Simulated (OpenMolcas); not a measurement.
## Levels of N⁺ by method

| Quantity | Value |
| --- | --- |
| Program | OpenMolcas 26.06 |
| Basis | ANO-R2 [4s4p2d1f] |
| Scalar Hamiltonian | X2C, finite nucleus |
| Active space | 4 electrons in 8 orbitals (2s 2p 3s 3p) |
| State averaging | 2S+1 = 3 even, 6 roots kept (CI in the orbitals of an earlier block); 2S+1 = 1 even, 9 roots; 2S+1 = 5 odd, 1 root; 2S+1 = 3 odd, 9 roots; 2S+1 = 1 odd, 8 roots |
| Spin-orbit coupling | state interaction with AMFI integrals over the reference wave functions, term energies averaged over their components |

Methods on the same reference wave functions:
A. CASSCF
B. SS-CASPT2, IPEA 0.25 Eh, imaginary shift 0.1 Eh (closed shells correlated: 1s)
C. MS-CASPT2, IPEA 0.25 Eh, imaginary shift 0.1 Eh (closed shells correlated: 1s)
D. XMS-CASPT2, IPEA 0.25 Eh, imaginary shift 0.1 Eh (closed shells correlated: 1s)

Energies in cm-1 above 2s2 2p2 3P0, the measured ground level; measured values from NIST Handbook of Basic Atomic Spectroscopic Data.

```tsv
Level	A	B	C	D	Measured
2s2 2p2 3P0	0.0	0.0	0.0	0.0	0.0
2s2 2p2 3P1	45.2	45.2	45.1	45.1	48.7
2s2 2p2 3P2	134	134	134	134	131
2s2 2p2 1D2	16893	15710	15720	16000	15316
2s2 2p2 1S0	29389	32330	32330	33060	32689
2s 2p3 5S* 2	34383	44730	44730	45570	46785
2s 2p3 3D* 1	92293	90790	90790	91360	92251
2s 2p3 3D* 2	92297	90790	90800	91360	92250
2s 2p3 3D* 3	92304	90800	90800	91370	92236
2s 2p3 3P* 0	107527	108740	108750	109460	109223
2s 2p3 3P* 1	107531	108750	108750	109460	109216
2s 2p3 3P* 2	107539	108750	108760	109470	109217
```

Deviations, from unrounded energies. A percentage is the sum of absolute deviations over the sum of measured energies, with the sign that they share, or ± where signs differ.

| Against measurement | Levels | A | B | C | D |
| --- | --- | --- | --- | --- | --- |
| mean absolute deviation (cm-1) | 11 | 2000 | 780 | 780 | 510 |
| fine structure of the ground term (%) | 2 | ±3.9 | ±3.9 | ±3.8 | ±3.8 |
| other terms of the ground configuration (%) | 2 | ±10.2 | ±1.6 | ±1.6 | +2.2 |
| other configurations (%) | 7 | ±2.7 | -1.2 | -1.2 | ±0.7 |

D lies closest to measurement on these levels and A furthest from it. The largest miss of D in the table is 2s 2p3 5S* 2, by -1200 cm-1. The ranking rests on the paired levels alone, and a cruder setting can come out closer through cancelling errors.

Among B to D the level of the table that moves most is 2s 2p3 5S* 2, by 840 cm-1 (lowest in B, highest in D). Moves below CASPT2's spread within the term are not significant.

From A to B the spin-free energies of the other terms of 2s2 2p2 shown, above 3P, scale by factors of 0.93 to 1.10.

The lowest spin-free term lies below A's lowest term by 0.076 hartree in B, 0.076 hartree in C, 0.080 hartree in D.

CASPT2 breaks the degeneracy within a term, and the mean is taken; among the terms shown or strongly mixed into the levels shown the widest spread is 230 cm-1 (2s 2p3 3D*, D). Over all roots computed the reference weight is 0.91 to 1.00 in D; the roots of lowest weight are the least certain, and an intruder state may touch them. Terms from blocks run as CI alone lack orbitals of their own. The run also gave levels led by 2s 2p2 3s, 2s2 2p 3p, 2s2 2p 3s, which use shells meant for correlation; these and all levels above them are left out. Without dynamic correlation excited terms often stand tens of per cent too high (terms of higher spin than the ground term too low), and those without a measured partner can miss by more than the paired ones (holds for A). Measured partners are found by configuration, term and J. A level has none where our copy of the source lacks it or the pairing is in doubt (some pairs that miss far off the trend of their configuration count as doubtful), and it then counts in no deviation. Only configurations of the active space appear. Levels that lie high or do not pair safely by name in every column are left out.

* marks odd parity.
